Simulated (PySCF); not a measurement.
## Telling isomers of C₁₀H₁₆ apart by NMR

PySCF calculation with structure optimised with PBE0-D3(BJ)/def2-SVP and shielding tensors at PBE0/pcSseg-1 (GIAO); equivalent nuclei averaged, a single conformation, no solvent, no relativistic terms.

Shifts are taken against calculated references (same method and geometry level): ¹H (σ = 31.27 ppm), ¹³C (σ = 184.41 ppm) vs TMS. Where no couplings were computed, multiplicities follow the n + 1 count of equivalent neighbours, and m marks all less simple cases (inequivalent or close neighbours, rings, F or P nearby). Shifts are as computed. Against solution values, carbons near 30 ppm lie about +2 ppm off and those near 130 ppm about +5 ppm (rms about the fit 1.9 ppm; single classes can miss by 10 ppm). Of 1328 compounds with measured shifts, 309 miss one by over three times the rms of a fit or turn the order of signals round; such compounds aren't used in these exercises. Signals without a measured value on file couldn't be tested in this way; 1H shifts scatter by 0.2 ppm about their fit, and single ones miss by 0.5 ppm.

(1) Tabulate the signals of `C1CC([C@@H]2CC23CCC3)C1`, `CC1=CC[C@@H]2C[C@H]1C2(C)C` and their relative energies.

(2) What is the quickest way to tell C1CC([C@@H]2CC23CCC3)C1 from CC1=CC[C@@H]2C[C@H]1C2(C)C?

Results:

(1) 
```json
{"SMILES": "C1CC([C@@H]2CC23CCC3)C1", "carbon types": "1×C 2×CH 7×CH2", "δC": "40.5, 32.8, 32.1, 30.9, 30.6, 27.5, 23.0, 20.7, 20.5, 16.3", "δH": "2.14 (m, 1H), 2.10 (m, 1H), 2.05 (m, 1H), 2.02 (m, 1H), 1.99 (m, 1H), 1.93 (m, 1H), 1.92 (m, 1H), 1.85 (m, 1H), 1.74 (m, 1H), 1.73 (m, 1H), 1.72 (m, 1H), 1.64 (m, 1H), 1.17 (m, 1H), 0.49 (m, 1H), 0.27 (m, 1H), 0.04 (m, 1H)", "E rel. (kcal/mol)": "28.3"}
{"SMILES": "CC1=CC[C@@H]2C[C@H]1C2(C)C", "carbon types": "2×C 3×CH 2×CH2 3×CH3", "δC": "155.3, 125.7, 47.3, 41.2, 37.8, 34.3, 32.6, 27.6, 25.6, 21.5", "δH": "5.44 (m, 1H), 2.31 (m, 1H), 2.31 (m, 1H), 2.24 (m, 1H), 1.78 (s, 3H), 1.74 (m, 1H), 1.66 (m, 1H), 1.26 (s, 3H), 1.06 (m, 1H), 0.87 (s, 3H)", "E rel. (kcal/mol)": "0.0"}
```

Energies are electronic energies at PBE0/pcSseg-1 on these geometries, without zero-point or thermal terms, each for the one conformer computed, which needn't be the lowest.

(2) Both give the same number of carbon signals, but DEPT or the intensities differ. The first has a three-membered-ring carbon (C) at 20.7 ppm, the second a fully substituted alkene carbon (C) at 155.3 ppm. Their most deshielded carbons lie at 40.5 and 155.3 ppm. In the proton spectra the most deshielded non-exchanging signals are 2.14 (m, 1H) and 5.44 (m, 1H).
